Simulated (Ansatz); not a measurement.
WNF₃, relaxed as a singlet with RKS PBE0-D4/def2-SVP in Ansatz, starting from the GFN2-xTB geometry. Force threshold 0.02 eV/Å.

In the def2 sets W takes a core potential; there is no spin–orbit coupling. The restricted singlet is unstable towards broken spin symmetry in Hartree–Fock (as tested in another run); at PBE0-D4/def2-SVP this wasn't settled.

Start:

```xyz
5

W     0.157   -0.157   -0.298
N     1.742    0.628   -0.113
F    -1.065    0.807   -1.332
F    -0.832    0.509    1.141
F    -0.002   -1.787    0.602
```

(1) Estimate the energy that the relaxation releases and the steps that it takes.

(2) Does the start keep its bonding and symmetry?

(3) Predict the relaxed structure.

Answers

(1) 168.7 kJ/mol, in 6 steps; 7 s on 4 threads of Arm Neoverse V2 on a shared host. No frequencies were taken in this run, so the end may be a saddle point.

(2) By distances, no bond broke or formed. The bond that changes most is W1–N2, from 1.78 to 1.65 Å (atoms count from 1). Point group Cs at the start, C3v at the end, both within 0.05 Å.

(3) 
Cartesian coordinates in Å:
```
W -0.062 -0.022 0.004
N 1.489 0.534 -0.101
F -0.834 0.522 -1.597
F -0.734 0.828 1.515
F 0.141 -1.862 0.179
```
Bond lengths: 3 × F–W 1.86 Å; 1 × N–W 1.65 Å.
